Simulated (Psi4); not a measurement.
Psi4 input (wB97X-D/6-311+G**):

```
memory 1500 MB

molecule {
-1 1
O     1.15230197   -0.04300574    0.03429933
C    -0.04514173    0.30991463    0.00244234
O    -1.09223509   -0.36937562   -0.03754919
H    -0.20968472    1.43956304    0.01134476
symmetry c1
no_reorient
no_com
}

set {
  basis 6-311+G**
  reference rks
  scf_type pk
  dft_radial_points 99
  dft_spherical_points 590
  e_convergence 1e-8
  d_convergence 1e-7
  maxiter 150
}

e = energy('wb97x-d')
print_out(f'\nFINAL {e:.10f} DIPOLE {variable("CURRENT DIPOLE")[0]:.6f} {variable("CURRENT DIPOLE")[1]:.6f} {variable("CURRENT DIPOLE")[2]:.6f}\n')
```

Predict the final energy.

-189.20267 Eh.
